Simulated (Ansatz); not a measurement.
Al2Cl2F4, SMILES `[F][Al@-]1([Cl])[F+][Al@@-]([F])([Cl])[F+]1`. Charge 0, multiplicity 1.

```tsv
atom	x (Å)	y (Å)	z (Å)
F1	-0.455	-0.272	-2.556
Al2	-0.164	-0.859	-1.063
Cl3	-0.017	-2.868	-0.626
F4	1.134	0.107	-0.269
Al5	0.140	0.983	0.954
F6	0.012	2.554	0.540
Cl7	0.511	0.326	2.873
F8	-1.161	0.030	0.148
```

Task: List the harmonic frequencies (cm⁻¹, unscaled) at PBE0-D4/def2-TZVP in Ansatz. (Best estimate.)

Result: The calculation gave: 39, 74, 138, 140, 162, 192, 200, 232, 298, 344, 447, 487, 542, 570, 609, 665, 893, 912.

Task: Is this a minimum?

Result: Yes, all 18 modes are real.

Task: Give the ideal-gas thermochemistry at 298.15 K and 1 bar (rigid rotor, harmonic oscillator; point group C2v, symmetry number 2).

Result: Zero-point energy 41.5 kJ/mol; H(298) − E = 70.6 kJ/mol; entropy 423.2 J/(mol·K), of which translation 175.0, rotation 122.9, vibration 125.3; G(298) − E = -55.6 kJ/mol. Modes under 100 cm⁻¹ are hindered rotations or soft bends, so the harmonic entropy is rough.
